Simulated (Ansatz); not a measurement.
C₃H₃ClF₂, SMILES [C@@H]1([C@@H]([C@H]1F)Cl)F.

Geometry optimised at B3LYP-D3(BJ)/def2-SVP. The structure was generated by enumeration; whether it is a known compound was not checked.

Two levels are set side by side: PBE/def2-SVPD (Ansatz, a program for electronic structure) and CAM-B3LYP/def2-SVPD (Ansatz). Energy differences of separate SCF runs at the same geometry; the states with an electron removed or added have multiplicity 2 and 2. Differences are taken from unrounded values.

```
quantity                           CAM-B3LYP    PBE  PBE minus CAM-B3LYP
---------------------------------  ---------  -----  -------------------
vertical ionisation energy (eV)        10.90  10.19                -0.71
vertical singlet–triplet gap (eV)       6.10   5.27                -0.83
```
